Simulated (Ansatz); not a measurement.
Reaction (substitution at a C–Ge bond): `[CH3][Ge]([NH2])([NH2])[NH2]` + `O[SiH2]N[SiH2]Cl` → `CO[SiH2]N[SiH2]Cl` + `[NH2][GeH]([NH2])[NH2]`

Computed with Ansatz on PBE0-D4/def2-TZVP structures; ΔE is electronic, products minus reactants. CBS: MP2 limit from def2 TZ/QZ plus the TZ coupled-cluster correction, frozen cores. DFT in def2-TZVPP. B3LYP here is the variant with VWN-RPA as its local correlation; programs differ in this. For Ge outer-core shells are correlated without core-valence functions, which leaves a few kJ/mol of doubt a bond. Scalar relativity is left out up to krypton. Each species was taken in one conformer, which may not be the lowest.

| level | ΔE (kJ/mol) | difference from CCSD(T)/CBS |
| --- | --- | --- |
| PBE-D4 | 87.3 | -8.1 |
| r2SCAN-D4 | 90.5 | -4.9 |
| PBE0-D4 | 89.4 | -6.0 |
| B3LYP-D4 | 83.1 | -12.3 |
| ωB97X-V | 85.2 | -10.2 |
| ωB97M-V | 90.0 | -5.4 |
| B2PLYP | 89.9 | -5.5 |
| PBE | 88.2 | -7.2 |
| r2SCAN | 90.9 | -4.5 |
| PBE0 | 90.4 | -5.0 |
| B3LYP | 84.5 | -10.9 |
| HF/def2-TZVPP | 78.7 | -16.7 |
| MP2/def2-TZVPP | 101.8 | 6.4 |
| SCS-MP2/def2-TZVPP | 93.9 | -1.5 |
| CCSD/def2-TZVPP | 93.6 | -1.8 |
| CCSD(T)/def2-TZVPP | 94.6 | -0.8 |
| HF/def2-QZVPP | 77.9 | -17.5 |
| MP2/def2-QZVPP | 102.0 | 6.6 |
| SCS-MP2/def2-QZVPP | 94.4 | -1.0 |
| HF/CBS(def2) | 77.8 | -17.6 |
| MP2/CBS(def2) | 102.7 | 7.3 |
| CCSD/CBS(def2) | 94.4 | -1.0 |
| CCSD(T)/CBS | 95.4 | 0 |

Largest T1 diagnostic among the species: 0.011.

In def2-TZVPP, CCSD(T) changes the Hartree–Fock value by +15.9 kJ/mol (the triples alone add +1.0 kJ/mol) and MP2 by +23.1 kJ/mol.
